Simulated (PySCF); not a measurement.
B₂Ge₂H₈, B₂GeH₄O, CH₇BGeSi, AlBGeH₅N and others (calculated)

Calculation on a computer-drawn molecule: the log of a Hartree-Fock and frozen-core CCSD(T) single point meant for a local Hartree-Fock minimum, with one planted fault or none, to be diagnosed. Offsets are logged minus clean, where the clean run is the same molecule without the fault. The reference is restricted for singlets and unrestricted otherwise, and also for a bond in bohr or an excited solution. Adding or removing an electron swaps singlet and doublet. The excited solution moves the top pair (singlet) or top alpha electron (doublet) to the lowest empty orbital. Highest occupied and lowest empty are orbital energies over both spins, largest force is the largest gradient component, triples share is (T) over the correlation energy, the T1 limit is 0.02 restricted and 0.045 unrestricted, electrons count all cores, a negative frequency is imaginary (commonest isotopes), and the dipole is about the centre of nuclear charge; on germanium a core potential holds 10 electrons, which the energies leave out, and 3d is frozen in MP2 and coupled-cluster steps. Program: PySCF 2.14.0.

Common to all runs: meant multiplicity 1; logged SCF converged yes; possible faults no fault, one electron removed, one electron added, multiplicity raised by two, geometry at a saddle point, SCF held on an excited solution, minimal basis STO-3G, one bond length entered in bohr, all coordinates scaled.

(1) B₂Ge₂H₈

Logged structure:
```xyz
12
B2Ge2H8
B      2.5563    -0.4776     0.8343
Ge     0.8505     0.5925     0.7149
B     -0.7127    -0.6403     1.0566
Ge    -1.9114    -1.3864    -0.3827
H      2.9803    -1.0221    -0.0940
H      3.1156    -0.5883     1.8404
H      0.7332     1.2336    -0.6193
H      0.8476     1.6774     1.7295
H     -0.9389    -0.9289     2.1550
H     -3.0897    -0.4914    -0.5003
H     -1.2513    -1.4397    -1.7074
H     -2.4052    -2.7460    -0.0604
```

- meant charge: 0
- meant basis: cc-pVDZ
- meant basis and core potential on germanium: cc-pVDZ-PP ECP10MDF
- logged electrons: 82
- logged basis functions: 114
- logged spin squared: 0
- logged highest occupied: -10.119 eV
- logged lowest empty: 0.63962 eV
- logged largest force: 0.02182 hartree/bohr
- logged T1 diagnostic: 0.01512
- logged D1 diagnostic: 0.047663
- logged triples share: 0.025719
- logged CC converged: yes
- logged dipole magnitude: 0.76508 debye
- logged SCF stable within its kind: yes
- logged energy HF: -640.69253 hartree
- logged energy CCSD(T): -641.13682 hartree
- planted fault: all coordinates scaled, by -3.5 %
- HF energy offset from clean run: 7.696 kcal/mol
- CCSD(T) energy offset from clean run: 9.009 kcal/mol

Drawn bonds:
```csv
atom,other atom,order
1,2,1
2,3,1
3,4,1
1,5,1
1,6,1
2,7,1
2,8,1
3,9,1
4,10,1
4,11,1
4,12,1
```

(2) B₂GeH₄O

Logged structure:
```xyz
8
B2GeH4O
B      0.7695     0.9800     0.1720
Ge     0.5353     1.5778     2.1580
B      0.0522    -0.1031     3.2659
O     -0.2237    -1.0830     3.8766
H      1.8381     0.6214    -0.2275
H     -0.1692     0.9706    -0.5689
H     -0.6088     2.5718     2.3678
H      1.8108     2.1491     2.7808
```

- meant charge: 0
- meant basis: cc-pVDZ
- meant basis and core potential on germanium: cc-pVDZ-PP ECP10MDF
- logged electrons: 54
- logged basis functions: 85
- logged spin squared: 0
- logged highest occupied: -6.1453 eV
- logged lowest empty: -4.5866 eV
- logged largest force: 0.1129 hartree/bohr
- logged CC converged: no
- logged dipole magnitude: 4.0181 debye
- logged SCF stable within its kind: no
- logged energy HF: -419.56054 hartree
- planted fault: SCF held on an excited solution
- HF energy offset from clean run: 252.3 kcal/mol

Drawn bonds:
```csv
atom,other atom,order
1,2,1
2,3,1
3,4,2
1,5,1
1,6,1
2,7,1
2,8,1
```

Notes: CCSD not converged.

(3) CH₇BGeSi

Logged structure:
```xyz
11
CH7BGeSi
B     -2.0730    -1.2987     0.0133
Ge    -1.4102     0.4950     0.8542
C      0.5375     0.5337     0.8660
Si     1.5178     1.6850     0.1017
H     -1.6944    -2.3413     0.4727
H     -2.8120    -1.3381    -0.9308
H     -1.9104     1.7331     0.0899
H     -1.9457     0.6032     2.2969
H      1.0290    -0.2765     1.4002
H      0.9763     2.8244    -0.6553
H      2.9906     1.6470     0.1233
```

* meant charge: 0
* meant basis: cc-pV(D+d)Z
* meant basis and core potential on germanium: cc-pVDZ-PP ECP10MDF
* logged electrons: 65
* logged basis functions: 109
* logged spin squared: 1.1049
* logged highest occupied: -0.79986 eV
* logged lowest empty: 5.9719 eV
* logged largest force: 0.037237 hartree/bohr
* logged T1 diagnostic: 0.050577
* logged D1 diagnostic: 0.23872
* logged triples share: 0.035139
* logged CC converged: yes
* logged dipole magnitude: 7.7131 debye
* logged SCF stable within its kind: yes
* logged energy HF: -648.82998 hartree
* logged energy CCSD(T): -649.34472 hartree
* planted fault: one electron added
* HF energy offset from clean run: 9.69 kcal/mol
* CCSD(T) energy offset from clean run: -2.812 kcal/mol

Drawn bonds:
```csv
atom,other atom,order
1,2,1
2,3,1
3,4,2
1,5,1
1,6,1
2,7,1
2,8,1
3,9,1
4,10,1
4,11,1
```

Notes: T1 above single-reference limit.

(4) AlBGeH₅N

Logged structure:
```xyz
9
AlBGeH5N
B     -0.9743     1.6974    -1.2044
Ge     0.2038    -0.1995    -0.9414
N      1.7582     0.2967     0.1237
Al     3.1504     0.7250     1.0753
H     -1.8287     2.0820    -0.3129
H     -0.7563     2.4951    -2.1988
H     -0.6737    -1.3810    -0.1686
H      0.6836    -0.8513    -2.3932
H      4.4827     1.1517     1.9897
```

- meant charge: 0
- meant basis: cc-pV(D+d)Z
- meant basis and core potential on germanium: cc-pVDZ-PP ECP10MDF
- logged electrons: 62
- logged basis functions: 99
- logged spin squared: 0
- logged highest occupied: -8.5 eV
- logged lowest empty: 1.1363 eV
- logged largest force: 0.047885 hartree/bohr
- logged T1 diagnostic: 0.026482
- logged D1 diagnostic: 0.076124
- logged triples share: 0.041065
- logged CC converged: yes
- logged dipole magnitude: 3.9358 debye
- logged SCF stable within its kind: yes
- logged energy HF: -617.22047 hartree
- logged energy CCSD(T): -617.70795 hartree
- planted fault: all coordinates scaled, by +7.6 %
- HF energy offset from clean run: 27.45 kcal/mol
- CCSD(T) energy offset from clean run: 16.57 kcal/mol

Drawn bonds:
```csv
atom,other atom,order
1,2,1
2,3,1
3,4,2
1,5,1
1,6,1
2,7,1
2,8,1
4,9,1
```

Notes: T1 above single-reference limit.

(5) AlBGeH₅N

Logged structure:
```xyz
9
AlBGeH5N
B     -0.9055     1.5775    -1.1194
Ge     0.1894    -0.1855    -0.8749
N      1.6340     0.2758     0.1149
Al     2.9279     0.6738     0.9994
H     -1.6995     1.9349    -0.2908
H     -0.7029     2.3189    -2.0435
H     -0.6261    -1.2835    -0.1567
H      0.6353    -0.7912    -2.2242
H      4.1661     1.0703     1.8492
```

* meant charge: 0
* meant basis: cc-pV(D+d)Z
* meant basis and core potential on germanium: cc-pVDZ-PP ECP10MDF
* logged electrons: 61
* logged basis functions: 99
* logged spin squared: 0.7671
* logged highest occupied: -14.95 eV
* logged lowest empty: -5.6042 eV
* logged largest force: 0.063303 hartree/bohr
* logged T1 diagnostic: 0.039665
* logged D1 diagnostic: 0.22152
* logged triples share: 0.027841
* logged CC converged: yes
* logged dipole magnitude: 8.4339 debye
* logged SCF stable within its kind: yes
* logged energy HF: -617.01673 hartree
* logged energy CCSD(T): -617.43515 hartree
* planted fault: one electron removed
* HF energy offset from clean run: 155.3 kcal/mol
* CCSD(T) energy offset from clean run: 187.8 kcal/mol

Drawn bonds:
```csv
atom,other atom,order
1,2,1
2,3,1
3,4,2
1,5,1
1,6,1
2,7,1
2,8,1
4,9,1
```

(6) BGeH₄O

Logged structure:
```xyz
7
BGeH4O
B      0.9568     1.2246    -0.2310
Ge     0.7738    -0.1181     1.4591
O     -0.2898    -1.4278     1.0136
H      1.7887     1.0481    -1.1382
H      0.1711     2.1682    -0.4284
H      0.3010     0.7614     2.7415
H      2.2740    -0.5553     1.9070
```

* meant charge: -1
* meant basis: aug-cc-pVDZ
* meant basis and core potential on germanium: aug-cc-pVDZ-PP ECP10MDF
* logged electrons: 50
* logged basis functions: 114
* logged spin squared: 0
* logged highest occupied: -4.2057 eV
* logged lowest empty: 3.5361 eV
* logged largest force: 0.023552 hartree/bohr
* logged T1 diagnostic: 0.02758
* logged D1 diagnostic: 0.094352
* logged triples share: 0.036977
* logged CC converged: yes
* logged dipole magnitude: 4.6206 debye
* logged SCF stable within its kind: yes
* logged energy HF: -395.21127 hartree
* logged energy CCSD(T): -395.68087 hartree
* planted fault: all coordinates scaled, by +2.7 %
* HF energy offset from clean run: 2.569 kcal/mol
* CCSD(T) energy offset from clean run: -0.1634 kcal/mol

Drawn bonds:
```csv
atom,other atom,order
1,2,1
2,3,1
1,4,1
1,5,1
2,6,1
2,7,1
```

Notes: T1 above single-reference limit.

(7) BGeH₅OSi

Logged structure:
```xyz
9
BGeH5OSi
B      2.0537    -1.3355    -0.9081
Ge     0.2963    -0.2243    -0.8296
O     -1.0591    -1.2199    -0.1735
Si    -2.4269    -3.9224    -0.7769
H      2.1258    -2.4255    -0.4198
H      3.0245    -0.8703    -1.4339
H     -0.1597     0.2678    -2.2083
H      0.4060     0.9702     0.1225
H     -1.5566    -4.3745    -1.9724
```

* meant charge: 0
* meant basis: cc-pV(D+d)Z
* meant basis and core potential on germanium: cc-pVDZ-PP ECP10MDF
* logged electrons: 64
* logged basis functions: 99
* logged spin squared: 1.0318
* logged highest occupied: -7.5223 eV
* logged lowest empty: 0.76952 eV
* logged largest force: 0.014192 hartree/bohr
* logged T1 diagnostic: 0.026152
* logged D1 diagnostic: 0.12845
* logged triples share: 0.022498
* logged CC converged: yes
* logged dipole magnitude: 3.3863 debye
* logged SCF stable within its kind: yes
* logged energy HF: -684.62251 hartree
* logged energy CCSD(T): -685.08904 hartree
* planted fault: one bond length entered in bohr, row 3 of the drawn bonds
* HF energy offset from clean run: 79.02 kcal/mol
* CCSD(T) energy offset from clean run: 106.3 kcal/mol

Drawn bonds:
```csv
atom,other atom,order
1,2,1
2,3,1
3,4,1
1,5,1
1,6,1
2,7,1
2,8,1
4,9,1
```

(8) AlBGeH₈Si

Logged structure:
```xyz
12
AlBGeH8Si
B     -1.0881     0.4878    -2.6144
Ge    -1.3708    -0.3572    -0.7417
Al     0.6240    -1.7142    -0.0568
Si    -3.2826    -1.8337    -0.8243
H     -0.9162     1.6656    -2.7573
H     -1.0611    -0.2147    -3.5865
H     -1.6664     0.7094     0.3305
H      1.9181    -3.5664    -2.0149
H      1.1983    -1.6253     1.4137
H     -3.0428    -2.9081    -1.8188
H     -4.5130    -1.1014    -1.2097
H     -3.5119    -2.4662     0.4982
```

- meant charge: 0
- meant basis: cc-pV(D+d)Z
- meant basis and core potential on germanium: cc-pVDZ-PP ECP10MDF
- logged electrons: 72
- logged basis functions: 123
- logged spin squared: 0.8043
- logged highest occupied: -7.8021 eV
- logged lowest empty: 0.19492 eV
- logged largest force: 0.0078982 hartree/bohr
- logged T1 diagnostic: 0.051009
- logged D1 diagnostic: 0.2444
- logged triples share: 0.032615
- logged CC converged: yes
- logged dipole magnitude: 0.43327 debye
- logged SCF stable within its kind: yes
- logged energy HF: -853.44276 hartree
- logged energy CCSD(T): -853.86923 hartree
- planted fault: one bond length entered in bohr, row 7 of the drawn bonds
- HF energy offset from clean run: 61.4 kcal/mol
- CCSD(T) energy offset from clean run: 66.93 kcal/mol

Drawn bonds:
```csv
atom,other atom,order
1,2,1
2,3,1
2,4,1
1,5,1
1,6,1
2,7,1
3,8,1
3,9,1
4,10,1
4,11,1
4,12,1
```

Notes: T1 above single-reference limit.

(9) BClGeH₄Si

Logged structure:
```xyz
8
BClGeH4Si
B     -0.6329    -1.8646     1.7842
Ge    -0.6682     0.1252     1.1891
Si    -0.2824     1.8205     2.9237
Cl    -2.6300     0.5442     0.2530
H      0.4232    -2.3773     2.0225
H     -1.6438    -2.4839     1.9339
H      0.3414     0.3832     0.0581
H      1.0499     1.1814     3.2734
```

- meant charge: 0
- meant basis: cc-pV(D+d)Z
- meant basis and core potential on germanium: cc-pVDZ-PP ECP10MDF
- logged electrons: 72
- logged basis functions: 103
- logged spin squared: 0
- logged highest occupied: -8.8956 eV
- logged lowest empty: -0.39141 eV
- logged largest force: 1.709e-05 hartree/bohr
- logged lowest frequency: 103.45 cm⁻¹
- logged T1 diagnostic: 0.0154
- logged D1 diagnostic: 0.046534
- logged triples share: 0.027326
- logged CC converged: yes
- logged dipole magnitude: 3.3023 debye
- logged SCF stable within its kind: yes
- logged energy HF: -1068.789 hartree
- logged energy CCSD(T): -1069.25381 hartree
- planted fault: no fault
- HF energy offset from clean run: 0 kcal/mol
- CCSD(T) energy offset from clean run: 0 kcal/mol

Drawn bonds:
```csv
atom,other atom,order
1,2,1
2,3,1
2,4,1
1,5,1
1,6,1
2,7,1
3,8,1
```

(10) BClGeH₄Si

Structure as in entry 9.

- meant charge: 0
- meant basis: cc-pV(D+d)Z
- meant basis and core potential on germanium: cc-pVDZ-PP ECP10MDF
- logged electrons: 71
- logged basis functions: 103
- logged spin squared: 0.7899
- logged highest occupied: -15.508 eV
- logged lowest empty: -6.9577 eV
- logged largest force: 0.04123 hartree/bohr
- logged T1 diagnostic: 0.026781
- logged D1 diagnostic: 0.13538
- logged triples share: 0.029352
- logged CC converged: yes
- logged dipole magnitude: 7.964 debye
- logged SCF stable within its kind: yes
- logged energy HF: -1068.49879 hartree
- logged energy CCSD(T): -1068.93773 hartree
- planted fault: one electron removed
- HF energy offset from clean run: 182.1 kcal/mol
- CCSD(T) energy offset from clean run: 198.3 kcal/mol

Drawn bonds:
```csv
atom,other atom,order
1,2,1
2,3,1
2,4,1
1,5,1
1,6,1
2,7,1
3,8,1
```
